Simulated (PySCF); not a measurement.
## Two-component Hartree-Fock for Tl²⁺ (thallium, charge +2)

Start: [Xe] 4f14 5d10 6s1; 6s1/2 filled at m_j = +1/2. Calculated with PySCF 2.14 in x2c-QZVPPall-2c (16s16p12d7f1g, 182 functions): generalised Hartree-Fock with the X2C-1e Hamiltonian and a Gaussian nucleus; one run each with spin-orbit coupling (SO) switched off, then screened by Boettger's factors.

```
spinor shell  electrons  ε, spin-free (eV)  ε, screened SO (eV)  weight of nominal j (screened SO)  rms radius, screened SO (bohr)
       1s1/2          2           -86034.7             -85999.0                              1.000                          0.0184
       2s1/2          2           -15490.2             -15479.0                              1.000                          0.0743
       2p1/2          2           -13342.2             -14835.6                              1.000                          0.0628
       2p3/2          4           -13342.2             -12764.1                              1.000                          0.0710
       3s1/2          2            -3782.5              -3779.0                              1.000                           0.189
       3p1/2          2            -3154.5              -3489.7                              1.000                           0.181
       3p3/2          4            -3154.5              -3022.3                              1.000                           0.197
       3d3/2          4            -2492.3              -2550.6                              1.000                           0.173
       3d5/2          6            -2492.3              -2451.0                              1.000                           0.178
       4s1/2          2            -896.52              -895.50                              1.000                           0.416
       4p1/2          2            -687.17              -769.73                              1.000                           0.420
       4p3/2          4            -687.17              -654.49                              1.000                           0.454
       4d3/2          4            -436.13              -449.05                              1.000                           0.465
       4d5/2          6            -436.13              -426.92                              1.000                           0.476
       5s1/2          2            -170.50              -170.35                              1.000                           0.943
       4f5/2          6            -156.70              -159.08                              1.000                           0.506
       4f7/2          8            -156.70              -154.24                              1.000                           0.512
       5p1/2          2            -111.05              -126.16                              1.000                            1.01
       5p3/2          4            -111.05              -105.18                              1.000                            1.11
       5d3/2          4            -40.490              -41.999                              0.995                            1.42
       5d5/2          6            -40.490              -39.475                              0.997                            1.47
       6s1/2          1            -28.427              -28.453                              1.000                            2.48
```

| quantity | spin-free | screened SO |
| --- | --- | --- |
| E (hartree) | -20229.65221 | -20264.68418 |
| M_J | 1/2 | 1/2 |
| ⟨J²⟩ | 0.751 | 0.751 |
| ⟨L²⟩ | 0.000 | 0.195 |
| ⟨S²⟩ | 0.751 | 0.947 |

Each row is a mean over spinors that exchange with the open shell spreads, by up to 0.408 eV (5d5/2).

Breit and QED terms are absent; they matter most for the inner s and p1/2 levels.

Densities and radii are taken from the X2C orbitals without a picture-change correction, which distorts them close to the nucleus.

Without spin-orbit coupling the j labels of p, d and f shells carry no meaning; the spin-free column gives the mean over the occupied spinors of each nl shell.
